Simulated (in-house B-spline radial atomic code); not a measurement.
## Ionising the thallium ion Tl⁸⁺ with different functionals

Computed with a B-spline radial code for spherical atoms: scalar-relativistic (spin-free X2C) Hamiltonian, Fermi nucleus of rms radius 5.4759 fm, spin-polarised at highest spin, spherical fractional occupations for the functionals, and exact exchange of hybrids averaged over the configuration. The ionisation energy is the difference of two self-consistent energies, [Xe] 4f14 5d5 → [Xe] 4f14 5d4, without Breit or QED terms; ε is the level of the shell that loses the electron (its least bound occupied spin orbital). There is no spin-orbit coupling in this Hamiltonian.

```tsv
method	rung	ΔSCF (eV)	-ε(5d) (eV)
PBE0	global hybrid	139.57	132.82
B3LYP	global hybrid	139.33	132.05
TPSSh	global hybrid	139.49	131.26
BHandHLYP	global hybrid	139.43	135.14
r2SCAN0	global hybrid	140.07	133.39
B97-1	global hybrid	139.33	132.16
HSE06	range-separated hybrid	139.52	132.36
wB97X	range-separated hybrid	139.13	135.03
CAM-B3LYP	range-separated hybrid	139.26	133.98
LC-wPBE	range-separated hybrid	139.31	135.38
```

Problem. Among the functionals, which spreads more, the ΔSCF values or the orbital energies?

Solution. The orbital energies: ΔSCF values span about 0.93 eV and the orbital energies 4.12 eV; here energy differences depend much less on the functional than eigenvalues do.

Problem. How do they compare with the NIST value?

Solution. NIST lists 135 eV ± 2.2 (tabulated theory, ground level to ground level). Errors run from +4.13 to +5.07 eV. The correlated functionals all miss on the same side by more than they spread, so the cause is common to them (spin-orbit coupling, Breit-QED terms, multiplet and fine-structure energies, or a listed next ion that isn't the cheapest removal here) and closeness doesn't rank the functionals.
